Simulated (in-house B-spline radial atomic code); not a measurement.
## Ionising P3+ with different functionals

Computed with a B-spline radial code for spherical atoms: four-component Dirac-Coulomb Hamiltonian, Fermi nucleus of rms radius 3.1889 fm, spin-restricted, spherical fractional occupations for the functionals. The ionisation energy is the difference of two self-consistent energies, [Ne] 3s2 → [Ne] 3s1, without Breit or QED terms; ε is the level of the shell that loses the electron (mean over j).

Hybrids are left out here: with spherical fractional occupations of an open shell their exact exchange keeps a self-interaction that integer-occupation calculations don't have.

| method | rung | ΔSCF (eV) | -ε(3s) (eV) |
| --- | --- | --- | --- |
| LDA VWN5 | LDA | 52.19 | 45.74 |
| relativistic LDA | LDA | 52.17 | 45.73 |
| LDA PW92 | LDA | 52.18 | 45.74 |
| LDA exchange-only | LDA | 50.80 | 44.34 |
| PBE | GGA | 52.01 | 45.61 |
| PBEsol | GGA | 51.91 | 45.55 |
| BLYP | GGA | 52.07 | 45.58 |
| RPBE | GGA | 51.86 | 45.53 |
| PW91 | GGA | ? | ? |
| BP86 | GGA | 52.16 | 45.77 |
| AM05 | GGA | ? | ? |
| OLYP | GGA | 51.63 | 45.38 |

**Question.** What does AM05 give?

**Answer.** ΔSCF 51.86 eV, and -ε(3s) = 45.50 eV.

**Question.** What does PW91 give?

**Answer.** ΔSCF 52.09 eV, and -ε(3s) = 45.70 eV.

**Question.** How do they compare with the NIST value?

**Answer.** NIST lists 51.444 eV (measured, ground level to ground level). Errors run from -0.65 to +0.74 eV; OLYP is closest (+0.19 eV), but part of that can be cancellation, since the calculations leave out Breit-QED terms, spin polarisation, the near-degeneracy of s² and p².
